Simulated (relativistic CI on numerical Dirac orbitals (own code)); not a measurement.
# Spin-allowed bands of a d7 ion in a tetrahedral site, by hand

Problem. A d7 ion in a tetrahedral site has a 4A2 ground term and spin-allowed bands at ν1 = 3350 and ν2 = 5851 cm⁻¹ (from a computed ligand-field model). Find Δ and the Racah parameter B, and predict the third band.

Working.
1. The F term splits into A2 (−1.2Δ), T2 (−0.2Δ) and T1 (+0.6Δ), so ν1 = E(T2) − E(A2) = Δ = 3350 cm⁻¹.
2. T1(F) mixes with T1(P), which lies at 15B, through an element 0.4Δ. The two roots, counted from A2, are ν2,3 = ½(15B + 3Δ) ∓ ½√[(15B − Δ)² + 12BΔ].
3. Solving the lower root for B gives B = (2ν1² + ν2² − 3ν1ν2)/(15ν2 − 27ν1) = -2123349/-2685 = 791 cm⁻¹.
4. The sum of the roots is 15B + 3Δ, so ν3 = 15B + 3ν1 − ν2 = 16061 cm⁻¹ (623 nm).

Check. The bands were computed by exact diagonalisation of the d7 shell with B = 790 and Δ = 3350 cm⁻¹, which gives ν3 = 16049 cm⁻¹. C does not enter the terms of highest spin.
